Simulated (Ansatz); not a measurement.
The cluster Os3⁺. The state is a doublet with charge 1. Geometry r2SCAN-D4/def2-TZVP.

Cartesian coordinates in Å:
```
Os 0.603 -1.301 -0.060
Os -1.133 0.016 0.487
Os 0.530 1.285 -0.427
```

In the def2 sets Os takes a core potential; there is no spin–orbit coupling. At PBE-D4/def2-TZVP, r2SCAN-D4/def2-TZVP, B97M-V/def2-TZVP, PBE0-D4/def2-TZVP and others the charge 1 doublet is spin-contaminated (final ⟨S²⟩ up to 3.85, 0.75 for a pure state). At PBE0-D4/def2-TZVP a sextet of charge 1 lies 0.19 eV below the doublet, each at its own geometry. The structure comes from a short search, and lower isomers may exist.

Task: Estimate the α-spin orbital energies around the gap (eV) in Ansatz with PBE-D4/def2-TZVP, r2SCAN-D4/def2-TZVP, B97M-V/def2-TZVP, PBE0-D4/def2-TZVP, r2SCAN0-D4/def2-TZVP.

Result: 
```tsv
orbital	PBE-D4/def2-TZVP	r2SCAN-D4/def2-TZVP	B97M-V/def2-TZVP	PBE0-D4/def2-TZVP	r2SCAN0-D4/def2-TZVP
HOMO−13	-53.31	-54.35	-54.99	-55.84	-56.54
HOMO−12	-52.96	-54.01	-54.71	-55.57	-56.29
HOMO−11	-15.02	-15.17	-14.91	-15.98	-16.20
HOMO−10	-13.89	-13.95	-13.79	-14.74	-14.99
HOMO−9	-13.43	-13.74	-13.51	-14.74	-14.81
HOMO−8	-13.14	-13.29	-13.05	-14.05	-14.28
HOMO−7	-12.44	-12.68	-12.32	-13.33	-13.64
HOMO−6	-12.09	-12.48	-12.18	-13.23	-13.43
HOMO−5	-11.59	-11.84	-11.49	-12.54	-12.80
HOMO−4	-11.35	-11.51	-11.28	-12.27	-12.39
HOMO−3	-10.44	-10.66	-10.38	-11.27	-11.49
HOMO−2	-10.08	-10.41	-10.06	-11.19	-11.40
HOMO−1	-9.79	-10.05	-9.87	-10.90	-11.11
HOMO	-9.38	-9.60	-9.46	-10.54	-10.73
LUMO	-9.15	-8.82	-8.70	-7.99	-7.82
LUMO+1	-8.79	-8.39	-8.24	-7.47	-7.23
LUMO+2	-8.63	-8.10	-8.08	-7.30	-7.10
LUMO+3	-8.53	-8.09	-7.98	-7.25	-7.01
LUMO+4	-8.32	-7.99	-7.79	-7.05	-6.60
LUMO+5	-7.90	-7.45	-7.49	-6.83	-6.57
β HOMO	-9.51	-9.72	-9.55	-10.41	-10.53
β LUMO	-8.96	-8.64	-8.52	-7.85	-7.68
```
